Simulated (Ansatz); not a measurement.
Calculated with Ansatz (gas phase, PBE0-D4/def2-TZVP geometries, no zero-point term in ΔE). CBS: MP2 limit from def2 TZ/QZ plus the TZ coupled-cluster correction, frozen cores. Functionals use def2-TZVPP. B3LYP here is the variant with VWN-RPA as its local correlation; programs differ in this. One conformer a species, not always the lowest.

`COCN[SiH3]` + `BB(C)OC` → `COB(C)[SiH3]` + `BNCOC`  (redistribution)

```json
{"level": "PBE-D4", "ΔE (kJ/mol)": "-120.6", "difference from CCSD(T)/CBS": "-14.3"}
{"level": "r2SCAN-D4", "ΔE (kJ/mol)": "-111.2", "difference from CCSD(T)/CBS": "-4.9"}
{"level": "PBE0-D4", "ΔE (kJ/mol)": "-114.8", "difference from CCSD(T)/CBS": "-8.5"}
{"level": "B3LYP-D4", "ΔE (kJ/mol)": "-108.4", "difference from CCSD(T)/CBS": "-2.1"}
{"level": "ωB97X-V", "ΔE (kJ/mol)": "-104.9", "difference from CCSD(T)/CBS": "1.4"}
{"level": "ωB97M-V", "ΔE (kJ/mol)": "-107.1", "difference from CCSD(T)/CBS": "-0.8"}
{"level": "B2PLYP", "ΔE (kJ/mol)": "-108.6", "difference from CCSD(T)/CBS": "-2.3"}
{"level": "PBE", "ΔE (kJ/mol)": "-122.3", "difference from CCSD(T)/CBS": "-16.0"}
{"level": "r2SCAN", "ΔE (kJ/mol)": "-111.6", "difference from CCSD(T)/CBS": "-5.3"}
{"level": "PBE0", "ΔE (kJ/mol)": "-116.2", "difference from CCSD(T)/CBS": "-9.9"}
{"level": "B3LYP", "ΔE (kJ/mol)": "-110.9", "difference from CCSD(T)/CBS": "-4.6"}
{"level": "HF/def2-TZVPP", "ΔE (kJ/mol)": "-90.9", "difference from CCSD(T)/CBS": "15.4"}
{"level": "MP2/def2-TZVPP", "ΔE (kJ/mol)": "-105.8", "difference from CCSD(T)/CBS": "0.5"}
{"level": "SCS-MP2/def2-TZVPP", "ΔE (kJ/mol)": "-102.7", "difference from CCSD(T)/CBS": "3.6"}
{"level": "CCSD/def2-TZVPP", "ΔE (kJ/mol)": "-104.5", "difference from CCSD(T)/CBS": "1.8"}
{"level": "CCSD(T)/def2-TZVPP", "ΔE (kJ/mol)": "-108.2", "difference from CCSD(T)/CBS": "-1.9"}
{"level": "HF/def2-QZVPP", "ΔE (kJ/mol)": "-89.9", "difference from CCSD(T)/CBS": "16.4"}
{"level": "MP2/def2-QZVPP", "ΔE (kJ/mol)": "-104.4", "difference from CCSD(T)/CBS": "1.9"}
{"level": "SCS-MP2/def2-QZVPP", "ΔE (kJ/mol)": "-101.4", "difference from CCSD(T)/CBS": "4.9"}
{"level": "HF/CBS(def2)", "ΔE (kJ/mol)": "-89.8", "difference from CCSD(T)/CBS": "16.5"}
{"level": "MP2/CBS(def2)", "ΔE (kJ/mol)": "-103.9", "difference from CCSD(T)/CBS": "2.4"}
{"level": "CCSD/CBS(def2)", "ΔE (kJ/mol)": "-102.6", "difference from CCSD(T)/CBS": "3.7"}
{"level": "CCSD(T)/CBS", "ΔE (kJ/mol)": "-106.3", "difference from CCSD(T)/CBS": "0"}
```

Largest T1 diagnostic among the species: 0.014.

From PBE to PBE0 (25 % exact exchange), in def2-TZVPP and without D4, ΔE moves by +6.1 kJ/mol. In def2-TZVPP, CCSD(T) changes the Hartree–Fock value by −17.3 kJ/mol (the triples alone add −3.7 kJ/mol) and MP2 by −14.9 kJ/mol.

CCSD(T)/CBS has its own doubt, a few kJ/mol and more with outer-core shells, so smaller differences from it don't rank the levels.
